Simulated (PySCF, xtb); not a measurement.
C₅H₄BF, SMILES C(#C)[C@H]1B(C=C1)F.

Harmonic wavenumbers (cm⁻¹) from xtb with GFN2-xTB at its own minimum, in rising order: 78, 113, 176, 297, 370, 457, 543, 601, 643, 663, 758, 831, 880, 975, 988, 1037, 1069, 1097, 1215, 1263, 1394, 1571, 2278, 2943, 3079, 3117, 3395.

**Question.** What does PBE-D3(BJ)/def2-SVP (PySCF) give at its own minimum? (Estimate from the structure and the level; the computed values follow.)

**Answer.** 71, 114, 185, 339, 418, 500, 567, 613, 615, 657, 750, 807, 918, 951, 975, 1003, 1035, 1068, 1213, 1274, 1427, 1525, 2153, 2981, 3063, 3164, 3409. Paired by order, the mean absolute difference is 28 cm⁻¹ and the zero-point energies are 45.5 and 45.5 kcal/mol.
